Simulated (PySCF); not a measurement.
Ligands exchanged one at a time, Ga H-Cl. All species are isolated molecules in the gas phase. Strings in code marks are SMILES.

The S1–T1 gap (TDA) from two functionals at the same geometries (B3LYP-D3(BJ)/def2-TZVP), both in PySCF: PBE-D3(BJ)/def2-TZVP and B3LYP-D3(BJ)/def2-TZVP. B3LYP has the VWN-RPA correlation part, as in Gaussian. Excitations are Tamm–Dancoff values on a coarser integration grid. The basis has no diffuse functions, so Rydberg states are missing or too high.

```tsv
species	B3LYP-D3(BJ)/def2-TZVP (eV)
1 of 3 H replaced by Cl (`[Cl][GaH2]`)	0.24
2 of 3 H replaced by Cl (`[Cl][GaH][Cl]`)	0.16
3 of 3 H replaced by Cl	0.36
```

Q: What does PBE-D3(BJ)/def2-TZVP give for each?

A: 
- 1 of 3 H replaced by Cl (`[Cl][GaH2]`): 0.21
- 2 of 3 H replaced by Cl (`[Cl][GaH][Cl]`): 0.11
- 3 of 3 H replaced by Cl: 0.32
Over these rows, drawn at random from the members with no instability flagged (it was tested for open shells, ions and some series alone), PBE minus B3LYP-D3(BJ): mean -0.04 eV, from -0.05 eV to -0.03 eV.
